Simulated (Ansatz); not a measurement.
One change: `[NH2][GeH2][OH]` becomes `[NH2][GeH2][NH2]`.

Ansatz, PBE0-D4/def2-TZVP geometries, multiplicity 1. Each molecule was computed in one conformer, which needn't be the lowest.

Scalar relativity is left out up to krypton.

```csv
property,`[NH2][GeH2][OH]`
zero-point energy (PBE0-D4/def2-TZVP) / kJ/mol,144.4
LUMO energy (B3LYP/def2-TZVPP) / eV,0.31
LUMO energy (PBE0/def2-TZVPP) / eV,0.63
LUMO energy (PBE/def2-TZVPP) / eV,-0.22
HOMO energy (ωB97M-V/def2-TZVPP) / eV,-9.83
HOMO energy (B3LYP/def2-TZVPP) / eV,-7.21
```

**Question.** What does the change do to each property? (An estimate is asked.)

**Answer.** The calculation gave: 
```csv
property,`[NH2][GeH2][NH2]`,shift
zero-point energy (PBE0-D4/def2-TZVP) / kJ/mol,177.6,33.2
LUMO energy (B3LYP/def2-TZVPP) / eV,0.50,0.19
LUMO energy (PBE0/def2-TZVPP) / eV,0.80,0.17
LUMO energy (PBE/def2-TZVPP) / eV,-0.01,0.21
HOMO energy (ωB97M-V/def2-TZVPP) / eV,-9.62,0.21
HOMO energy (B3LYP/def2-TZVPP) / eV,-6.99,0.22
```

With PBE0 the HOMO rises by 0.22 eV and the LUMO rises by 0.17 eV, so the gap narrows by about 0.05 eV. PBE moves the HOMO by 0.22 eV and ωB97M-V by 0.21 eV. The zero-point energy changes by 33.2 kJ/mol with +3 modes.

B3LYP here is the variant with VWN-RPA as its local correlation; programs differ in this.
